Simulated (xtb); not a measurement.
erbium atom (Er), triplet (GFN-xTB shapes and energies of metal compounds can be far from the true ones) (GFN-xTB holds the 4f electrons in the core, so unpaired electrons go into valence orbitals and the state isn't the physical one). Base run: GFN0-xTB (xtb).

Geometry (Å):
```xyz
1

Er     0.0000     0.0000     0.0000
```
Charge 0, spin multiplicity 3.
All else is at xtb's defaults.
Base energy -1.05316 Eh.

Each row names what was changed in the base input (with any setting that the change needs).

```json
[
 {"change": "base", "ΔE vs base (mEh)": "0.000"},
 {"change": "acc = 1000", "ΔE vs base (mEh)": "0.000"},
 {"change": "file = coord", "ΔE vs base (mEh)": "0.000"},
 {"change": "etemp = 10", "ΔE vs base (mEh)": "2.298"},
 {"change": "etemp = 5000", "ΔE vs base (mEh)": "-51.739"},
 {"change": "acc = 30", "ΔE vs base (mEh)": "0.000"},
 {"change": "etemp = 1000", "ΔE vs base (mEh)": "-5.551"}
]
```
